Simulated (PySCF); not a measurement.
Xenon: highly charged ions in a basis for the neutral atom

Xe²²⁺ [Ar] 3d10 4s2 4p2, Xe²³⁺ [Ar] 3d10 4s2 4p1. Calculation: PySCF 2.14, in def2-SVP with the def2 core potential (28 electrons) (6s5p3d2f, 50 functions); scalar relativity through the core potential. No spin-orbit coupling, so a gap to NIST mixes the basis error with missing relativistic terms.

Changed run: basis of the neutral atom used for a highly charged ion. This setting is unsound on purpose.

| species | method | sound run (hartree) | changed run (hartree) | converged |
| --- | --- | --- | --- | --- |
| Xe²²⁺ | UHF | not run | -112.72214 | yes |
| Xe²²⁺ | MN15 | not run | -112.76322 | yes |
| Xe²²⁺ | BP86 | not run | -112.98080 | yes |
| Xe²³⁺ | UHF | not run | -87.49862 | yes |
| Xe²³⁺ | MN15 | not run | -87.63149 | yes |
| Xe²³⁺ | BP86 | not run | -87.73074 | yes |

Ionisation energy of Xe²²⁺:

| method | changed run (eV) | NIST (eV) |
| --- | --- | --- |
| UHF | 686.37 | 700 ± 4 |
| MN15 | 683.87 | 700 ± 4 |
| BP86 | 687.09 | 700 ± 4 |

The contracted functions were made for the neutral atom and can be too rigid for a highly charged ion.
